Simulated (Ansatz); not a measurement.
Start from `O[SiH2][SiH](O)[SiH3]` and change one atom or group to get `O[SiH]([SiH3])[SeH]`.

Ansatz, PBE0-D4/def2-TZVP geometries, multiplicity 1. Each molecule was computed in one conformer, which needn't be the lowest.

Scalar relativity is left out up to krypton. Spin–orbit coupling is left out; it splits and shifts lone-pair levels of the heavy atoms by tenths of an eV.

```json
{"property": "size of the dipole moment (B3LYP/def2-TZVPP) / D", "`O[SiH2][SiH](O)[SiH3]`": "2.43"}
{"property": "HOMO–LUMO gap (B3LYP/def2-TZVPP) / eV", "`O[SiH2][SiH](O)[SiH3]`": "6.21"}
{"property": "LUMO energy (PBE/def2-TZVPP) / eV", "`O[SiH2][SiH](O)[SiH3]`": "-1.88"}
{"property": "LUMO energy (B3LYP/def2-TZVPP) / eV", "`O[SiH2][SiH](O)[SiH3]`": "-1.22"}
{"property": "HOMO–LUMO gap (PBE0/def2-TZVPP) / eV", "`O[SiH2][SiH](O)[SiH3]`": "6.59"}
{"property": "HOMO energy (B3LYP/def2-TZVPP) / eV", "`O[SiH2][SiH](O)[SiH3]`": "-7.44"}
```

(1) What does the change do to each property? (An estimate is asked.)

Answers

(1) Computed: 
```
                                        property  `O[SiH]([SiH3])[SeH]`  shift
size of the dipole moment (B3LYP/def2-TZVPP) / D                   1.42  -1.01
           HOMO–LUMO gap (B3LYP/def2-TZVPP) / eV                   6.40   0.19
               LUMO energy (PBE/def2-TZVPP) / eV                  -1.23   0.65
             LUMO energy (B3LYP/def2-TZVPP) / eV                  -0.60   0.62
            HOMO–LUMO gap (PBE0/def2-TZVPP) / eV                   6.84   0.25
             HOMO energy (B3LYP/def2-TZVPP) / eV                  -7.00   0.44
```

With PBE0 the HOMO rises by 0.38 eV and the LUMO rises by 0.64 eV, so the gap widens by about 0.26 eV. PBE moves the HOMO by 0.40 eV and ωB97M-V by 0.22 eV. Dipoles are sizes alone; their direction can turn.

B3LYP here is the variant with VWN-RPA as its local correlation; programs differ in this.
